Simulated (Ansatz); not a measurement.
Program: Ansatz. Geometries: PBE0-D4/def2-TZVP. ΔE: electronic, gas phase. CCSD(T)/CBS is the MP2 limit (def2-TZVPP, def2-QZVPP) plus CCSD(T) − MP2 in def2-TZVPP, frozen cores. Functionals use def2-TZVPP. B3LYP here is the variant with VWN-RPA as its local correlation; programs differ in this. One conformer a species, not always the lowest.

Consider the cleavage of the Si–Si bond: `C[SiH]([SiH3])[NH][AlH2]` + `OP[SiH3]` → `OP([SiH3])[SiH3]` + `C[SiH2][NH][AlH2]`.

```tsv
level	ΔE (kJ/mol)	difference from CCSD(T)/CBS
PBE-D4	-18.1	4.1
r2SCAN-D4	-21.8	0.4
PBE0-D4	-18.7	3.5
ωB97M-V	-24.0	-1.8
B2PLYP	-21.6	0.6
PBE	-17.1	5.1
r2SCAN	-21.9	0.3
PBE0	-18.2	4.0
B3LYP	-19.0	3.2
MP2/def2-TZVPP	-25.5	-3.3
SCS-MP2/def2-TZVPP	-23.7	-1.5
HF/def2-QZVPP	-21.3	0.9
SCS-MP2/def2-QZVPP	-25.0	-2.8
HF/CBS(def2)	-21.3	0.9
MP2/CBS(def2)	-27.8	-5.6
CCSD/CBS(def2)	-21.4	0.8
CCSD(T)/CBS	-22.2	0
```

Largest T1 diagnostic among the species: 0.014.
